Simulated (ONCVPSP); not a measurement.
## What the settings do to the ONCV potential of gallium (Ga)

Base potential:

```
Element                 : Ga (Z = 31)
Generator               : ONCVPSP 4.0.1
Type                    : optimised norm-conserving Vanderbilt (ONCV)
Functional              : PBE
Relativity              : scalar-relativistic
Frozen core             : [Ne] 3s2
Valence charge          : 19
Reference configuration : 3p6 3d10 4s2 4p1
Partial waves           : 4s: rc 2.00 bohr, ncon 4, nbas 8, qcut 3.1 1/bohr, 3 projectors, debl 2.6 Ha; 3p+4p: rc 1.05 bohr, ncon 4, nbas 9, qcut 14.4 1/bohr, 2 projectors; 3d: rc 0.85 bohr, ncon 5, nbas 9, qcut 19.9 1/bohr, 2 projectors, debl 3.2 Ha; f scattering state at 0.32 Ha: rc 1.75 bohr, ncon 3, nbas 7, qcut 6.6 1/bohr, 2 projectors, debl 0.6 Ha
Local potential         : polynomial inside 0.75 bohr (lpopt 5, dvloc0 2 Ha)
Core correction         : Teter function, fcfact 3, rcfact 1.1
```

Cutoffs, loose and tight: the cutoffs (Ha) at which the residual kinetic energy of the hardest occupied pseudo-wave falls to 1 and 0.1 mHa per electron. They do not see the model core or the augmentation charge, which bear on the density cutoff. Test errors are all-electron minus pseudo excitation energies from the reference, over the configurations 3p6 3d10 4s2 4p0; 3p6 3d10 4s1 4p0; 3p6 3d10 4s0 4p0; 3p6 3d10 4s1 4p2. A dash means not determined; rows that change the core or the reference have their own tests. The largest error is taken over the tests solved by every variant that gives reliable tests at all: 3p6 3d10 4s1 4p0; 3p6 3d10 4s1 4p2; 3p6 3d10 4s2 4p0.

A true bound ghost makes a file unfit for plane-wave use even where its test errors are small: the radial tests pick states by their node count and pass the ghost by.

| change | outcome | cutoff, loose | cutoff, tight | bound ghosts | GHOST(+) flags above zero | largest test error (meV) |
| --- | --- | --- | --- | --- | --- | --- |
| base | generated | 153 Ha | 173 Ha | none | s, f | -8.5 |
| f: debl 1.5 | generated | 153 Ha | 173 Ha | none | s, f | -8.5 |
| core correction Teter function, fcfact 4, rcfact 1.2 | generated | 153 Ha | 173 Ha | none | s, f | -8.5 |
| s: qcut 1.9; p: qcut 9; d: qcut 12.4; f: qcut 4.1 | generated | 392 Ha | 437 Ha | none | s, f | -9.4 |
| s: nproj 2 | generated | 153 Ha | 173 Ha | s | f | -8.5 |
| d: rc 0.6; local potential polynomial inside 0.60 bohr (lpopt 5, dvloc0 2 Ha) | generated | 299 Ha | 762 Ha | s | f | -8.5 |
